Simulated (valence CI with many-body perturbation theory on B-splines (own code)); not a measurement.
# Kr29+: what each term of the Hamiltonian does

Calculated by valence CI with perturbative core correlation (CI+MBPT): five valence electrons over a frozen Dirac-Fock core [He], a basis of 9 s, 9 p, 8 d, 6 f, 3 g, 1 h functions for each j, with the one-electron correlation potential Σ1, the two-electron term Σ2, the three-electron term Σ3, Breit, model QED; selected CI, second order for the rest (own B-spline code, finite nucleus).

No measured spectrum was set against this ion. As an estimate, large intervals hold to a few tenths of a per cent, small ones and those within an open d or f shell to about a per cent. Among the levels kept, up to 1500 cm⁻¹ of a level comes from second order outside the variational space, and about a tenth of that is noise between levels of different J, which matters for small intervals.

Each rung adds one term. CI alone is the Dirac-Coulomb CI over the frozen core; QED comes last and gives the full result, which names the levels. Energies are above (2s^2 2p1/2^2 2p3/2) J=3/2 on the same rung, in Ry.

Levels are named by their leading jj configuration (3d3/2^4 stands for four electrons in 3d with j = 3/2), which in mixed levels can hold well under half, so a name can repeat and another be missing. Letters in brackets count levels of one name in rising energy.

```
                       Level  CI alone
  (2s^2 2p1/2 2p3/2^2) J=3/2      3.56
  (2s^2 2p1/2 2p3/2^2) J=5/2      4.57
  (2s^2 2p1/2 2p3/2^2) J=1/2      5.71
        (2s^2 2p3/2^3) J=3/2      9.22
  (2s 2p1/2^2 2p3/2^2) J=5/2     12.82
  (2s 2p1/2^2 2p3/2^2) J=3/2     15.16
  (2s 2p1/2^2 2p3/2^2) J=1/2     15.22
(2s 2p1/2 2p3/2^3) J=3/2 [a]     17.99
    (2s 2p1/2 2p3/2^3) J=5/2     19.14
    (2s 2p1/2 2p3/2^3) J=1/2     20.50
(2s 2p1/2 2p3/2^3) J=3/2 [b]     21.35
          (2s 2p3/2^4) J=1/2     25.23
     (2p1/2^2 2p3/2^3) J=3/2     31.61
       (2p1/2 2p3/2^4) J=1/2     35.90
     (2s^2 2p1/2^2 3s) J=1/2    138.34
  (2s^2 2p1/2^2 3p1/2) J=1/2    141.16
```

(1) What do these energies become with core correlation, Breit and QED?

(2) How does the ionisation energy move along the ladder, and which term matters most?

Answers

(1) (2s^2 2p1/2 2p3/2^2) J=3/2 3.51 (-0.054); (2s^2 2p1/2 2p3/2^2) J=5/2 4.44 (-0.134); (2s^2 2p1/2 2p3/2^2) J=1/2 5.66 (-0.046); (2s^2 2p3/2^3) J=3/2 9.07 (-0.144); (2s 2p1/2^2 2p3/2^2) J=5/2 12.68 (-0.144); (2s 2p1/2^2 2p3/2^2) J=3/2 15.01 (-0.144); (2s 2p1/2^2 2p3/2^2) J=1/2 15.11 (-0.104); (2s 2p1/2 2p3/2^3) J=3/2 [a] 17.83 (-0.164); (2s 2p1/2 2p3/2^3) J=5/2 18.90 (-0.238); (2s 2p1/2 2p3/2^3) J=1/2 20.33 (-0.166); (2s 2p1/2 2p3/2^3) J=3/2 [b] 21.12 (-0.233); (2s 2p3/2^4) J=1/2 24.98 (-0.250); (2p1/2^2 2p3/2^3) J=3/2 31.37 (-0.245); (2p1/2 2p3/2^4) J=1/2 35.57 (-0.323); (2s^2 2p1/2^2 3s) J=1/2 138.31 (-0.031); (2s^2 2p1/2^2 3p1/2) J=1/2 141.12 (-0.032).

(2) CI alone 3380.9, + Σ1 3381.2, + Σ2 3381.3, + Σ3 3381.2, + Breit 3379.8, + QED 3379.7 eV. The largest step is Breit, -1.4 eV. NIST lists 3380 ± 30 eV (semi-empirical).
